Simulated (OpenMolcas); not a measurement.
## F4+: effect of the active space

| Property | Result |
| --- | --- |
| Program | OpenMolcas 26.06 |
| Method | CASSCF or its RAS form |
| Basis | ANO-RCC-VTZP |
| Scalar Hamiltonian | DKH2, point nucleus |
| Spin-orbit coupling | RASSI with atomic mean-field integrals over the reference wave functions, term energies averaged over their components |

A. 3 electrons in 4 orbitals (2s 2p); 2S+1 = 4 odd, 1 root; 2S+1 = 2 odd, 11 roots (8 in the spin-orbit step); 2S+1 = 4 even, 3 roots; 2S+1 = 2 even, 9 roots; cost about 8 core-seconds
B. 3 electrons in 8 orbitals (2s 2p 3s 3p); 2S+1 = 4 odd, 1 root; 2S+1 = 2 odd, 8 roots; 2S+1 = 4 even, 3 roots; 2S+1 = 2 even, 9 roots; cost roughly 12 core-seconds
C. 3 electrons in 9 orbitals (RAS2 2s 2p; RAS3 3d, at most 2 electrons); 2S+1 = 4 odd, 1 root; 2S+1 = 2 odd, 11 roots (8 in the spin-orbit step); 2S+1 = 4 even, 3 roots; 2S+1 = 2 even, 9 roots; cost roughly 15 core-seconds

Energies in cm⁻¹ above 2s² 2p ²P°_1/2, the measured ground level; measured values from Moore, Atomic Energy Levels, vol. I, NSRDS-NBS 35 (1971 reprint of NBS Circular 467, 1949).

```
         Level       A       B       C  Measured
2s² 2p ²P°_1/2     0.0     0.0     0.0       0.0
2s² 2p ²P°_3/2     701     730     700       746
 2s 2p² ⁴P_1/2   79665   80922   83914          
 2s 2p² ⁴P_3/2   79919   81175   84167          
 2s 2p² ⁴P_5/2   80337   81593   84584          
 2s 2p² ²D_3/2  158566  158933  155167    152898
 2s 2p² ²D_5/2  158569  158945  155172    152876
 2s 2p² ²S_1/2  202176  200075  203373    197565
 2s 2p² ²P_1/2  226023  225603  218346    214881
 2s 2p² ²P_3/2  226509  226099  218826    215348
   2p³ ⁴S°_3/2  273674  274617  276619
```

Deviations, from unrounded energies. A percentage is the sum of absolute deviations over the sum of measured energies, with the sign that they share, or ± where signs differ.

```
                  Against measurement  Levels     A     B     C
       mean absolute deviation (cm-1)       6  6400  6000  2900
fine structure of the ground term (%)       1  -6.0  -2.2  -6.1
             other configurations (%)       5  +4.1  +3.9  +1.9
```

C lies closest to measurement on these levels and A furthest from it. The largest miss of C in the table is 2s 2p² ²S_1/2, by +5800 cm-1. The ranking rests on the paired levels alone, and a cruder setting can come out closer through cancelling errors.

Among A to C the level of the table that moves most is 2s 2p² ²P_3/2, by 7700 cm-1 (lowest in C, highest in A).

Active for correlation alone: 3p 3s; no level in the range computed is led by a configuration that fills them, so any true level of that kind is missing (holds for B). Active for correlation alone: 3d; no level in the range computed is led by a configuration that fills it, so any true level of that kind is missing (holds for C). Measured partners are found by configuration, term and J. A level has none where our copy of the source lacks it or the pairing is in doubt (some pairs that miss far off the trend of their configuration count as doubtful), and it then counts in no deviation. Only configurations of the active space appear. The table leaves out levels that lie high or whose names do not pair safely across all columns.

° marks odd parity.
